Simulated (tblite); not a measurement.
Compound: C₄H₅Cl₃ (charge +1 and doublet state).
Cartesian coordinates in Å at the GFN2-xTB level; atoms count from 1:
```
atom  x, y, z in Å
C1     1.931   -0.357    0.082
C2     0.490   -0.462   -0.091
C3    -0.389    0.468    0.373
C4    -1.859    0.453    0.107
Cl5   -2.154   -0.477    1.695
Cl6   -2.643    2.019    0.171
Cl7   -2.419   -0.497   -1.251
H8     2.238    0.518    0.647
H9     2.437   -0.378   -0.890
H10    2.300   -1.272    0.565
H11    0.119   -1.310   -0.654
H12   -0.049    1.295    0.986
```

Level: GFN2-xTB in tblite, geometry and Hessian alike; calculated harmonic values, unscaled, isolated species. Against measured fundamentals such values can be off by several per cent, at times by over 20. One conformer, not necessarily the lowest. Open shells enter through the occupations alone, without spin polarisation, and single modes of such species can be off by tens of per cent.

Harmonic wavenumbers (cm⁻¹): 82.7, 111.8, 127.5, 179.6, 204.6, 216.4, 239.2, 310.7, 335.0, 399.4, 472.4, 571.1, 716.5, 756.1, 856.1, 916.2, 930.8, 1058.2, 1168.6, 1206.9, 1238.9, 1289.0, 1324.7, 1406.6, 1501.7, 2895.9, 2950.0, 3037.0, 3052.4, 3071.5.

A = 1730, B = 994.2, C = 951.7 MHz; mass 157.946 u (most abundant isotopes); point group C1, symmetry number 1; spin multiplicity 2.

Q: What is the zero-point energy?

A: ½Σν̃ = 16314 cm⁻¹ = 195.15 kJ/mol.

Q: Give the ideal-gas entropy at 200 K and 1 bar in the rigid-rotor, harmonic-oscillator model (classical rotation).

A: Translation 163.69, rotation 119.13, vibration 65.88, spin (R ln 2) 5.76: S = 354.5 J/(mol K).

Q: And Cp and H(200 K) − H(0)?

A: Cp = 110.26 J/(mol K), of which vibrations give 77.00 (their classical limit is 30 R = 249.4); H(200 K) − H(0) = 14.42 kJ/mol without the zero-point energy, 7.77 from vibrations.

Q: Blend soft modes into free rotors: weight 1/[1 + (100 cm⁻¹/ν̃)⁴] for the oscillator and the rest for a rotor with moment μB/(μ + B), μ = h/(8π²ν), B = 10⁻⁴⁴ kg m². What vibrational entropy results?

A: 64.89 J/(mol K) in place of 65.88, which changes −T·S at 200 K by +0.20 kJ/mol.

Q: How do the functions run with temperature in this model?

A: 
| T (K) | S (J/(mol K)) | Cp (J/(mol K)) | H − H(0) (kJ/mol) | G − H(0) (kJ/mol) | ln q(vib) |
| --- | --- | --- | --- | --- | --- |
| 150 | 325.0 | 94.8 | 9.28 | -39.47 | 2.09 |
| 250 | 380.6 | 124.1 | 20.28 | -74.86 | 4.41 |
| 298.15 | 403.5 | 136.5 | 26.56 | -93.75 | 5.51 |
| 400 | 447.0 | 159.7 | 41.68 | -137.11 | 7.74 |
| 600 | 518.5 | 192.8 | 77.19 | -233.92 | 11.79 |
| 900 | 602.8 | 222.6 | 139.89 | -402.67 | 17.09 |

q(vib) and H(0) count from the zero-point level.

Q: What must be added to the electronic energy to get the Gibbs energy at 200 K and 1 bar?

A: ZPE + [H(200 K) − H(0)] − T·S = 195.15 + 14.42 − 70.89 = 138.68 kJ/mol.

Hindered rotation and anharmonicity are outside this model. Other conformers, if any are populated, would add a mixing term that is left out. The structure is chiral; the term R ln 2 for an equal mix with its mirror image is left out.
